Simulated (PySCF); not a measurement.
Ge(Me)(OH)3 (CH6GeO3), SMILES [CH3][Ge]([OH])([OH])[OH]. Atoms are numbered in the order given.

```xyz
11

C      0.0000     0.0000    -1.9484
Ge     0.0000     0.0000    -0.0177
O     -0.8514    -1.4221     0.6393
O     -0.8059     1.4484     0.6393
O      1.6573    -0.0263     0.6393
H     -0.9900    -0.3039    -2.3170
H      0.2318     1.0093    -2.3170
H      0.7581    -0.7054    -2.3170
H     -0.3013    -1.8823     1.2881
H     -1.4794     1.2021     1.2881
H      1.7807     0.6802     1.2881
```

Geometry: B3LYP-D3(BJ)/def2-SVP. Other conformers were not sampled.

Two levels are set side by side: PBE/pcSseg-1 (PySCF) and B3LYP/pcSseg-1 (PySCF). GIAO shifts against GeH4 (⁷³Ge), H2O (¹⁷O), TMS (¹H), TMS (¹³C) at the same level; non-relativistic, no solvent, atoms listed together averaged. Differences are taken from unrounded values.

| quantity | B3LYP | PBE | PBE minus B3LYP |
|---|---|---|---|
| δ(¹³C) of C1 (ppm) | 1.4 | 1.7 | 0.4 |
| δ(⁷³Ge) of Ge2 (ppm) | 400.5 | 429.3 | 28.8 |
| δ(¹⁷O) of O3, O4, O5 (ppm) | 66.5 | 77.1 | 10.6 |
| δ(¹H) of H6, H7, H8 (ppm) | 0.95 | 0.93 | -0.02 |
| δ(¹H) of H9, H10, H11 (ppm) | 1.52 | 1.45 | -0.07 |

Rough cost on one machine, each run with all the roots and properties that it gave: B3LYP against PBE within a factor of 2.
